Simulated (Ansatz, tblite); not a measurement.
Cost and result up the ladder for [CrO2S2]2- (CrS2O2²⁻) (5 atoms). Charge -2, multiplicity 1. Geometry: PBE0-D4/def2-SVPD.

```xyz
5

Cr   -0.0469   -0.0087    0.1080
O    -1.3107   -0.8911    0.4797
O     0.4967    0.7404    1.3954
S    -0.6292    1.4495   -1.3414
S     1.4900   -1.2901   -0.6417
```

Ansatz on 4 threads of Intel Xeon on a shared host; xTB runs through tblite on one thread. Times are rough, summed over both states, and most runs start from the orbitals of an earlier one. No level here is sound enough to serve as a yardstick. The other state is a triplet.

The xTB rows come from tblite. A multiply charged anion in the gas phase is held together partly by the finite basis.

xTB has no spin-polarisation term.

| level | functions | wall time |
| --- | --- | --- |
| GFN1-xTB | 35 | 0.03 s |
| GFN2-xTB | 35 | 0.032 s |
| PBE-D4/def2-TZVPD | 220 | 17 s |
| r2SCAN-D4/def2-TZVPD | 220 | 28 s |

(1) Estimate what each level gives for the vertical triplet (eV).

## Answers

(1) 
```
               level  vertical triplet (eV)                                                                                        remarks
            GFN1-xTB                   2.12                                                                                              –
            GFN2-xTB                   2.30                                                                                              –
   PBE-D4/def2-TZVPD                   1.55                                           HOMO above zero (singlet), HOMO above zero (triplet)
r2SCAN-D4/def2-TZVPD                   1.42  HOMO above zero (singlet), HOMO above zero (triplet), restricted SCF unstable in HF (singlet)
```
